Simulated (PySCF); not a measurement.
Molecule: SMILES ClC1CCCCC1, C₆H₁₁Cl.

Mapped SMILES: `[Cl:1][CH:2]1[CH2:3][CH2:4][CH2:5][CH2:6][CH2:7]1` (H(Xn): hydrogen on atom n). Ha(C3), Ha(C4), Ha(C5), Ha(C6), Ha(C7) are cis to Cl1 on the ring; Hb(C3), Hb(C4), Hb(C5), Hb(C6), Hb(C7) are trans to Cl1 on the ring.

Geometry PBE0-D3(BJ)/def2-SVP throughout; GIAO in PySCF, gas phase, one conformer, non-relativistic; equivalent atoms averaged; basis pcSseg-1.

For orientation, WP04 gives these absolute shieldings σ: Cl1 768.0, C3/C7 135.0, C4/C6 148.1, H(C2) 27.57, Ha(C4)/Ha(C6) 29.74, Ha(C5) 30.08, Hb(C3)/Hb(C7) 30.17, Hb(C4)/Hb(C6) 30.33, Hb(C5) 30.53 ppm.

A run gave: Cl1 808.5, C3/C7 148.7, C4/C6 163.3, H(C2) 27.35, Ha(C4)/Ha(C6) 29.53, Ha(C5) 29.83, Hb(C3)/Hb(C7) 30.00, Hb(C4)/Hb(C6) 30.13, Hb(C5) 30.37 ppm (absolute shieldings σ).

Question: Which functional was used in that run?
A. B97-2
B. PBE
C. wB97X-D
D. BLYP
E. LDA

Answer: C. C4/C6 tells them apart best: wB97X-D gives 163.3, LDA gives 158.3, PBE gives 156.5, BLYP gives 150.4, B97-2 gives 161.5 ppm.
